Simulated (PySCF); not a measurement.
Compound: C₈H₁₄FN.
SMILES with atom numbers: `[CH3:1][CH2:2][CH2:3][C:4]1=[C:5]([F:6])[N:7]([CH3:8])[CH2:9][CH2:10]1`

Cartesian coordinates in Å at the GFN2-xTB level; atoms count from 1:
```
atom  x, y, z in Å
C1    -3.7012   -0.4755    0.4193
C2    -2.2382   -0.6808    0.0489
C3    -1.4360    0.6159    0.2094
C4     0.0016    0.4513   -0.1523
C5     1.0714    0.5598    0.6333
F6     1.0800    0.7978    1.9544
N7     2.2975    0.4935   -0.0131
C8     3.4553   -0.0361    0.6614
C9     2.0136    0.0058   -1.3581
C10    0.5023    0.2231   -1.5600
H11   -4.2616   -1.3996    0.2982
H12   -3.7916   -0.1525    1.4540
H13   -4.1518    0.2849   -0.2153
H14   -1.8033   -1.4537    0.6861
H15   -2.1722   -1.0233   -0.9858
H16   -1.5011    0.9527    1.2462
H17   -1.8842    1.3857   -0.4274
H18    3.4914    0.3659    1.6721
H19    4.3501    0.2788    0.1238
H20    3.4442   -1.1341    0.7139
H21    2.6205    0.5534   -2.0824
H22    2.2685   -1.0615   -1.4342
H23    0.3063    1.1021   -2.1798
H24    0.0265   -0.6337   -2.0382
```

NICS is the negative of the GIAO shielding at a point without a nucleus: at the ring centre (0) and 1 Å above and below it (1); zz is the component along the ring normal. Level: GIAO PBE0/pcSseg-1 (PySCF, non-relativistic, gas phase) on the GFN2-xTB geometry, one conformer.

Ring bond lengths (Å), with Mayer bond orders in brackets: C4–C5 1.332 (1.71), C5–N7 1.388 (1.01), N7–C9 1.459 (0.93), C9–C10 1.540 (1.04), C10–C4 1.511 (1.04).

**Question.** What do the NICS probes read (ppm)?

**Answer.** 
| ring | type | NICS(0) | NICS(1), two faces | NICS(1)zz, two faces | rms pucker (Å) | centre to ring atoms, mean (Å) |
| --- | --- | --- | --- | --- | --- | --- |
| C4–C5–N7–C9–C10 | 5-membered ring with N; formal bonds 1 double, 4 single | -6.6 | -3.2 / -1.9 | 0.3 / -0.3 | 0.07 | 1.23 |

**Question.** What can be read from them?

**Answer.** 
- C4–C5–N7–C9–C10: mean NICS(1)zz 0.0 ppm, near zero. C9, C10 have four or more neighbours; no verdict on aromaticity is drawn.

**Question.** What are the shieldings of the ring atoms and their hydrogens in the same run (means over atoms taken as equivalent)?

**Answer.** 
| atoms | environment | σ isotropic (ppm) | principal values of the symmetric part, first atom (ppm) |
| --- | --- | --- | --- |
| C4 | fully substituted alkene carbon | 97.3 | 23.9, 125.8, 142.1 |
| C5 | vinylic C–F carbon | 22.1 | -54.5, 51.7, 69.3 |
| N7 | enamine nitrogen | 188.4 | 136.8, 166.0, 262.4 |
| C9 | sp3 carbon bound to nitrogen | 134.5 | 107.4, 125.6, 170.6 |
| C10 | allylic carbon | 157.1 | 138.8, 159.9, 172.5 |
| H21 (×2) | methylene hydrogen | 28.64 | 23.9, 26.4, 34.2 |
| H23 (×2) | methylene hydrogen | 29.20 | 24.6, 27.6, 35.6 |
